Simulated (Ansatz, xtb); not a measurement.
# Relaxing a trial structure of Cl3GaH2Se

The starting geometry of this gas-phase singlet was built from a drawn formula by distance geometry; its bonds are those of `[Cl][Ga-]([Cl])([Cl])[SeH2+]`.

| atom | x (Å) | y (Å) | z (Å) |
| --- | --- | --- | --- |
| Cl | -0.6637 | -1.3391 | 2.2449 |
| Cl | 1.9279 | -1.8128 | -0.1337 |
| Cl | -1.3222 | -1.2697 | -1.3027 |
| Ga | 0.0695 | -0.7435 | 0.2499 |
| Se | 0.4750 | 1.6185 | 0.1641 |
| H | -1.0374 | 1.9040 | 0.0775 |
| H | 0.6121 | 1.5746 | -1.3456 |

Question: Predict what it relaxes into with r2SCAN-D4/def2-SVP.

Answer: It keeps its bonds, and is `[Cl][Ga-]([Cl])([Cl])[SeH2+]`. Distances that change by over a tenth: Ga4–Se5 (2.40 → 2.64 Å).

The energy falls by 0.45 eV over 5 steps:

| step | E − E(last) (eV) |
| --- | --- |
| 1 | 0.447 |
| 2 | 0.067 |
| 3 | 0.007 |
| 4 | 0.001 |
| 5 | 0.000 |

Final geometry (Å):

```yaml
atoms:
  - { symbol: Cl, position_ang: [-0.7024, -1.1864, 2.2625] }
  - { symbol: Cl, position_ang: [2.0436, -1.6993, -0.1612] }
  - { symbol: Cl, position_ang: [-1.4050, -1.2268, -1.3455] }
  - { symbol: Ga, position_ang: [0.0381, -1.0263, 0.2459] }
  - { symbol: Se, position_ang: [0.4634, 1.5789, 0.1707] }
  - { symbol: H, position_ang: [-0.9721, 1.8962, 0.0784] }
  - { symbol: H, position_ang: [0.5956, 1.5956, -1.2963] }
```

From the same start GFN2-xTB reaches the same bonding as this run.

No frequencies were run, so the end isn't proven a minimum. Run with Ansatz 0.2.0, 33 s on 2 threads of Intel(R) Xeon(R) Processor @ 2.50GHz (Skylake/Cascade Lake), on a shared host.
